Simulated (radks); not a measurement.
The europium ion Eu2+ inside a hard spherical wall (all orbitals vanish at R), configuration held at [Xe] 4f7 and not refilled when levels cross. Calculated with a radial shooting solver on a logarithmic mesh with Libxc functionals: scalar-relativistic Kohn-Sham, PBE, spin-unpolarised, spherical densities, finite nucleus; Fermi nuclear charge, rms radius 5.1115 fm. Eigenvalues in eV, with the zero of energy where the potential of the charges vanishes at infinity; a dash marks a level that is unbound or too diffuse for the functional's potential to be trusted. A positive occupied level is held by the wall or, in an anion where self-interaction has pushed it up, behind a barrier. The pressure on the wall is -dE/dV.

\begin{tabular}{lrrrrrrrrr}
R (bohr) & E (hartree) & kinetic (hartree) & e(4d) & e(5s) & e(5p) & e(4f) & e(6s, empty) & e(5d, empty) & pressure (GPa) \\ \hline
free & -10842.6636 & 11614.502 & -148.25 & -58.225 & -37.268 & -16.149 & -13.963 & -13.621 & 0 \\
15 & -10842.6636 & 11614.502 & -148.25 & -58.225 & -37.268 & -16.149 & -13.963 & -13.621 & < 0.0001 \\
12 & -10842.6636 & 11614.502 & -148.25 & -58.225 & -37.268 & -16.149 & -13.962 & -13.621 & < 0.0001 \\
8 & -10842.6636 & 11614.502 & -148.25 & -58.224 & -37.266 & -16.148 & -13.915 & -13.611 & 0.000955 \\
6 & -10842.6630 & 11614.509 & -148.20 & -58.188 & -37.235 & -16.101 & -13.231 & -13.440 & 0.0876 \\
3.5 & -10842.4727 & 11615.946 & -144.85 & -55.759 & -34.651 & -12.942 & 4.277 & -7.537 & 89.7 \\
3 & -10842.0015 & 11618.841 & -140.27 & -52.258 & -30.554 & -8.585 & 22.954 & -0.551 & 432 \\
\end{tabular}
